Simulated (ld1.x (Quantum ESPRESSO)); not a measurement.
## Before and after: TM potential for tantalum (Ta)

* Element: tantalum
* Generator: ld1.x (Quantum ESPRESSO) 7.5
* Type: norm-conserving Troullier–Martins (Kleinman–Bylander form)
* Functional: LDA (PZ)
* Relativity: scalar-relativistic
* Frozen core: [Kr] 4d10 4f14 5s2
* Valence charge: 11
* Reference configuration: 5p6 5d4 6s1 6p0
* Partial waves: 6s (bound): rc 2.15 bohr; 5p (bound): rc 2.00 bohr; 5d (bound): rc 2.80 bohr
* Local potential: the d channel
* Core correction: none

All-electron outer shells of the reference configuration (LDA (PZ), scalar-relativistic, ld1.x):

| shell | level (eV) | outermost node (bohr) | outermost maximum (bohr) |
| --- | --- | --- | --- |
| 5s | -71.51 | 0.54 | 0.98 |
| 5p | -38.00 | 0.58 | 1.13 |
| 4f | -23.25 | – | 0.44 |
| 6s | -5.16 | 1.33 | 2.81 |
| 5d | -2.83 | 0.65 | 1.62 |
| 6p | -1.31 | 1.61 | 4.04 |

Change: wave 6s (bound): rc 2.15 bohr becomes 6s (bound): rc 1.90 bohr.

Cutoffs: the cutoffs (Ry, on a coarse ladder) from which the occupation-weighted sum of valence levels, in a spherical-Bessel basis at the reference potential, stays within 10 and 1 mRy of its value at 400 Ry; they do not see the model core or the augmentation charge, which bear on the density cutoff. Errors are all-electron minus pseudo energies relative to the spin-unpolarised reference configuration.

Task: How do hardness, ghosts and transferability respond?

Result: The potential gets harder (25 Ry and 45 Ry → 30 Ry and 60 Ry); both files keep a bound ghost (s); of the 9 tests that both files solve, the error grows in 3 and shrinks in 1 by more than 15 % and 0.3 meV (median size 67.8 → 70.2 meV); the range in which the s phases agree narrows (upper end 3.6 → 2.5). A smaller radius makes the pseudo-wave follow the all-electron one further in, where it bends more sharply, so more plane waves are needed.

| quantity | base | changed |
| --- | --- | --- |
| cutoff, loose | 25 Ry | 30 Ry |
| cutoff, tight | 45 Ry | 60 Ry |
| loose cutoff by channel (10 mRy a level) | s 12 Ry, p 18 Ry, d 18 Ry | s 21 Ry, p 18 Ry, d 18 Ry |
| bound ghosts | s | s |
| error for 5p6 5d3 6s2 6p0, meV [ΔE -2.09 eV] | -0.6 | +1.5 |
| error for 5p6 5d3 6s1 6p0, meV [ΔE 6.61 eV] | -6.3 | -13 |
| error for 5p6 5d3 6s0 6p0, meV [ΔE 21.92 eV] | -6.1 | -5.6 |
| error for 5p5 5d3 6s2 6p0, meV [ΔE 43.10 eV] | -412 | -458 |
| error for 5p6 5d1 6s0 6p0, meV [ΔE 81.21 eV] | +94 | +70 |
| error for 5p6 5d2 6s2 6p0, meV [ΔE 5.82 eV] | -32 | -58 |
| error for 5p6 5d3 6s0 6p1, meV [ΔE 11.80 eV] | +68 | +71 |
| error for 5p6 5d4 6s1 6p0 (spin-polarised), meV [ΔE -2.64 eV] | +312 | +298 |
| error for 5p6 5d3 6s2 6p0 (spin-polarised), meV [ΔE -3.14 eV] | +184 | +186 |
| s: phases at 3.05 bohr within 0.05 rad from the reference energy up to (Ry; the scan ends near 5) | 3.6 | 2.5 |
| p: phases at 3.05 bohr within 0.05 rad from the reference energy up to (Ry; the scan ends near 5) | 0.2 | 0.2 |
| d: phases at 3.05 bohr within 0.05 rad from the reference energy up to (Ry; the scan ends near 5) | 1.5 | 1.5 |

 A true bound ghost makes a file unfit for plane-wave use even where its test errors are small: the radial tests pick states by their node count and pass the ghost by.
